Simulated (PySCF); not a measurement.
Atoms are numbered as in `[CH2:1]=[CH:2]/[CH:3]=[C:4](/[C:5](=[O:6])[F:7])[C:8]([F:9])([F:10])[F:11]`. Each H is labelled by its parent atom. Ha(C1) is cis to C3; Hb(C1) is trans to C3.

Computed data (PySCF): geometry from GFN2-xTB, σ from GIAO-PBE0/pcSseg-1. One conformer, fast rotation and ring inversion assumed for equivalent nuclei, isolated molecule, relativity neglected.

Question: Predict the 2D correlation tables (HSQC, COSY, HMBC).

Answer: 

HSQC (one-bond C–H):
```
           δH          δC
 7.80 (H(C3))  158.7 (C3)
 7.80 (H(C2))  139.6 (C2)
6.49 (Hb(C1))  148.0 (C1)
6.43 (Ha(C1))  148.0 (C1)
```

COSY cross peaks (H two or three bonds apart, from the bond graph; peaks can be absent where the dihedral angle is near 90°):
```
           δH             δH
 7.80 (H(C3))   7.80 (H(C2))
 7.80 (H(C2))  6.49 (Hb(C1))
 7.80 (H(C2))  6.43 (Ha(C1))
6.49 (Hb(C1))  6.43 (Ha(C1))
```

HMBC (two and three bonds, from the bond graph):
```
           δH                                                          δC
 7.80 (H(C3))  160.3 (C5), 148.0 (C1), 139.6 (C2), 131.9 (C8), 121.6 (C4)
 7.80 (H(C2))                          158.7 (C3), 148.0 (C1), 121.6 (C4)
6.49 (Hb(C1))                                      158.7 (C3), 139.6 (C2)
6.43 (Ha(C1))                                      158.7 (C3), 139.6 (C2)
```

References, each an isolated molecule treated in the same way: TMS for ¹H (σref 31.72), ¹³C (σref 186.93).

Short H···H contacts in this conformer between protons four or more bonds apart (candidates for NOE cross peaks, intensity ∝ r⁻⁶): Ha(C1)···H(C3) 2.35 Å.

Shifts are as computed. Against solution values, carbons near 30 ppm lie about +3 ppm off and those near 130 ppm about +5 ppm. Of 1211 compounds with measured shifts, 218 miss one by over three times the rms of a fit or turn the order of signals round; such compounds aren't used in these exercises.
